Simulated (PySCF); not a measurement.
A search over the determinants of ZnBi

Unrestricted PBE0; PySCF, scalar-relativistic core potentials, basis sets Zn def2-SVP, Bi def2-SVP with ECP60. Outer shells of the fragments: Zn 3d10 4s2; Bi 5d10 6s2 6p3.

Followed along the bond (rough minima from three points):

| 2Ms+1 | unpaired | ⟨S²⟩ at the start | R at minimum (Å) | Te (eV) |
| --- | --- | --- | --- | --- |
| 4 | σ ↑, π ↑↑ | 3.76 | 2.92 | 0.00 |
| 2 | σ ↓, π ↑↑ | 1.76 | 2.80 | 0.35 |
| 2 | σ ↑, π ↑↓ | 1.76 | 2.84 | 0.51 |
| 2 | π ↑ | 0.76 | 2.56 | 0.57 |
| 2 | σ ↑ | 0.76 | 2.81 | 1.39 |

Solutions found at the starting distance of 2.650 Å, counted from the lowest of them; the search is not exhaustive and high or unbound solutions are not listed, so other states can lie among these:

| 2Ms+1 | unpaired | term | E (eV) | ⟨S²⟩ | ⟨Lz²⟩ | μ (D) |
| --- | --- | --- | --- | --- | --- | --- |
| 4 | σ ↑, π ↑↑ | ⁴Σ⁻ | 0.00 | 3.76 | 0.00 | -0.53 |
| 2 | σ ↓, π ↑↑ | mixed | 0.30 | 1.76 | 0.00 | -0.90 |
| 2 | σ ↑, π ↑↓ | mixed | 0.47 | 1.76 | 2.01 | -0.71 |
| 2 | π ↑ | ²Π | 0.50 | 0.76 | 1.01 | -3.65 |
| 2 | σ ↑ | mixed | 1.33 | 0.76 | 2.00 | -0.65 |
| 2 | π ↑ | ²Π | 2.72 | 0.75 | 1.00 | 4.11 |
| 4 | σ ↑↑, π ↑ | ⁴Π | 2.79 | 3.76 | 1.01 | -3.36 |
| 4 | π ↑↑↑ | ⁴Π | 4.17 | 3.76 | 1.00 | -0.49 |

A term symbol is given only where ⟨S²⟩ and ⟨Lz²⟩ are close to those of a pure state; real π, δ and φ orbitals otherwise mix terms. A positive dipole means Zn(−)Bi(+).

Q: Compare the gap between the two lowest followed solutions at the starting distance with the gap between their minima.

A: At PBE0 the second solution (Ms = 0.5 of mixed spin, unpaired electrons σ ↓, π ↑↑) lies +0.30 eV from the first (quartet, unpaired electrons σ ↑, π ↑↑) at 2.650 Å and +0.35 eV at the minima; the two curves relax by different amounts, since their minima lie near 2.80 and 2.92 Å.

Spin–orbit coupling is left out, which matters for elements this heavy, above all for dissociation energies. Counting both spins, an empty level lies below a filled one in some of these solutions, because spin and occupation are held.
